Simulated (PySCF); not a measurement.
A structure optimised at PBE-D3(BJ)/def2-TZVP, used in a PySCF frequency run:

```xyz
7

C     -1.1545     0.1690    -0.3063
C      0.3028     0.3795    -0.2206
F      0.9962    -0.5547     0.4850
H     -1.6012     0.9284    -0.9628
H     -1.6512     0.2420     0.6826
H     -1.3912    -0.8272    -0.7132
H      0.7883     1.3577    -0.2099
```
Charge 0, spin multiplicity 2.

Problem. Write its SMILES and formula.

Solution. C[CH]F, C2H4F

Problem. What are its rotational constants (standard atomic weights)?

Solution. 47.000, 9.4040, 8.2836 GHz
